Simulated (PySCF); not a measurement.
## Indirect couplings

Molfile (atoms numbered from 1):
```
C5H10Se
     RDKit          3D

 16 16  0  0  0  0  0  0  0  0999 V2000
   -1.6444   -1.1316    0.1698 C   0  0  0  0  0  0  0  0  0  0  0  0
   -0.3871   -0.4193   -0.3063 C   0  0  2  0  0  0  0  0  0  0  0  0
    0.7474   -0.4370    0.7173 C   0  0  0  0  0  0  0  0  0  0  0  0
    1.9136    0.3648    0.1635 C   0  0  0  0  0  0  0  0  0  0  0  0
    1.1129    1.9178   -0.7443 Se  0  0  0  0  0  2  0  0  0  0  0  0
   -0.6435    1.0451   -0.6552 C   0  0  0  0  0  0  0  0  0  0  0  0
   -2.0323   -0.6709    1.0931 H   0  0  0  0  0  0  0  0  0  0  0  0
   -2.4422   -1.0879   -0.5872 H   0  0  0  0  0  0  0  0  0  0  0  0
   -1.4440   -2.1928    0.3834 H   0  0  0  0  0  0  0  0  0  0  0  0
   -0.0177   -0.9198   -1.2202 H   0  0  0  0  0  0  0  0  0  0  0  0
    0.3894    0.0198    1.6566 H   0  0  0  0  0  0  0  0  0  0  0  0
    1.0563   -1.4688    0.9548 H   0  0  0  0  0  0  0  0  0  0  0  0
    2.6000    0.7183    0.9448 H   0  0  0  0  0  0  0  0  0  0  0  0
    2.4899   -0.2133   -0.5736 H   0  0  0  0  0  0  0  0  0  0  0  0
   -1.1570    1.1627   -1.6198 H   0  0  0  0  0  0  0  0  0  0  0  0
   -1.2472    1.5358    0.1241 H   0  0  0  0  0  0  0  0  0  0  0  0
  1  2  1  0
  2  3  1  0
  3  4  1  0
  4  5  1  0
  5  6  1  0
  6  2  1  0
  1  7  1  0
  1  8  1  0
  1  9  1  0
  2 10  1  6
  3 11  1  0
  3 12  1  0
  4 13  1  0
  4 14  1  0
  6 15  1  0
  6 16  1  0
M  END
```

Couplings: B3LYP/pcJ-1 (pcSseg-1 on Se) (without the spin–dipole term) in PySCF 2.14, geometry PBE0-D3(BJ)/def2-SVP; gas phase, one conformer, non-relativistic. Couplings are averaged over pairs made equivalent by symmetry, fast rotation or ring inversion, so a value needn't be that of the named pair in this geometry, while other rotamers aren't included; one pair stands for each set, and the list holds a selection of those of at least 0.8 Hz over up to four bonds.

Isotopes: ¹³C, ¹H.

```json
{"pair": "C1, C2", "bonds": "1", "J (Hz)": "37.0"}
{"pair": "C1, H7", "bonds": "1", "J (Hz)": "132.5"}
{"pair": "C2, C3", "bonds": "1", "J (Hz)": "?"}
{"pair": "C2, C6", "bonds": "1", "J (Hz)": "33.9"}
{"pair": "C2, H10", "bonds": "1", "J (Hz)": "132.7"}
{"pair": "C3, C4", "bonds": "1", "J (Hz)": "35.6"}
{"pair": "C3, H11", "bonds": "1", "J (Hz)": "133.2"}
{"pair": "C3, H12", "bonds": "1", "J (Hz)": "135.0"}
{"pair": "C4, H13", "bonds": "1", "J (Hz)": "?"}
{"pair": "C4, H14", "bonds": "1", "J (Hz)": "149.5"}
{"pair": "C6, H15", "bonds": "1", "J (Hz)": "150.2"}
{"pair": "C6, H16", "bonds": "1", "J (Hz)": "148.1"}
{"pair": "C1, C3", "bonds": "2", "J (Hz)": "?"}
{"pair": "C2, H11", "bonds": "2", "J (Hz)": "?"}
{"pair": "H11, H12", "bonds": "2", "J (Hz)": "-13.4"}
{"pair": "H13, H14", "bonds": "2", "J (Hz)": "?"}
{"pair": "C1, H11", "bonds": "3", "J (Hz)": "3.2"}
{"pair": "C1, H12", "bonds": "3", "J (Hz)": "?"}
{"pair": "C4, H15", "bonds": "3", "J (Hz)": "3.5"}
{"pair": "C6, H12", "bonds": "3", "J (Hz)": "?"}
{"pair": "H7, H10", "bonds": "3", "J (Hz)": "7.5"}
{"pair": "H10, H11", "bonds": "3", "J (Hz)": "14.1"}
{"pair": "H10, H12", "bonds": "3", "J (Hz)": "?"}
{"pair": "H12, H13", "bonds": "3", "J (Hz)": "1.2"}
{"pair": "H12, H14", "bonds": "3", "J (Hz)": "6.6"}
{"pair": "H12, H15", "bonds": "4", "J (Hz)": "1.0"}
```

Question: Estimate the withheld couplings, with signs.

Answer: 
- ¹J(C2,C3) = 35.2 Hz (bond length 1.528 Å)
- ¹J(C4,H13) = 150.9 Hz (bond length 1.098 Å, sp3 carbon)
- ²J(C1,C3) = 1.3 Hz (angle at C2 113°)
- ²J(C2,H11) = -4.1 Hz (angle at C3 109°)
- ²J(H13,H14) = -9.9 Hz (angle at C4 109°)
- ³J(C1,H12) = 1.2 Hz (dihedral angle 61°)
- ³J(C6,H12) = 11.8 Hz (dihedral angle 175°)
- ³J(H10,H12) = 4.7 Hz (dihedral angle 60°)

Relativistic effects of the heavier atoms present are left out.
